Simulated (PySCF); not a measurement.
C3H7BO. Atoms are numbered in the order given.

```xyz
12

O      1.9268     0.1218    -0.2530
B      0.6144     0.0679     0.0471
C     -0.5454     1.1259    -0.1284
C     -1.4810    -0.1175    -0.1254
C     -0.4044    -1.0794     0.4584
H      2.3710    -0.7224    -0.1176
H     -0.6893     1.7377     0.7782
H     -0.5731     1.7956    -1.0008
H     -1.7558    -0.4096    -1.1507
H     -2.4121    -0.0259     0.4563
H     -0.5032    -1.1669     1.5540
H     -0.3390    -2.0965     0.0411
```
Charge 0, spin multiplicity 1.

Geometry optimised at PBE0-D3(BJ)/def2-SVP. The values are those of a single conformer.

The numbers are results of PySCF with M06-2X/def2-TZVP, not measurements.

ESP charges are fitted to the potential on shells at 1.4 to 2.0 van der Waals radii. Atomic charges (e):

```tsv
atom	Löwdin	ESP fit	IAO
O1	0.21	-0.67	-0.53
B2	-0.69	0.63	0.45
C3	-0.18	-0.50	?
C4	-0.21	0.13	-0.23
C5	-0.20	-0.56	?
H6	0.21	0.41	?
H7	0.16	0.13	0.15
H8	0.14	0.12	0.14
H9	0.14	0.04	?
H10	0.12	0.01	?
H11	0.16	0.13	0.15
H12	0.14	0.12	0.14
```

Some entries are withheld; supply them. (An estimate is asked for; the answer gives what the named calculation found.)


- C3, IAO: -0.44
- C5, IAO: -0.46
- H6, IAO: 0.37
- H9, IAO: 0.13
- H10, IAO: 0.13

Give the Mayer and Wiberg (Löwdin basis) orders of the bonds. (The exact figures need the calculation; the answer reports its results.)


| bond | Mayer | Wiberg |
|---|---|---|
| O1–B2 | 1.40 | 2.05 |
| B2–C3 | 1.01 | 1.19 |
| C3–C4 | 0.91 | 1.13 |
| B2–C5 | 1.00 | 1.18 |
| C4–C5 | 0.90 | 1.13 |
| O1–H6 | 0.87 | 0.94 |
| C3–H7 | 0.95 | 0.82 |
| C3–H8 | 0.96 | 0.85 |
| C4–H9 | 0.98 | 0.86 |
| C4–H10 | 0.97 | 0.88 |
| C5–H11 | 0.95 | 0.82 |
| C5–H12 | 0.96 | 0.85 |
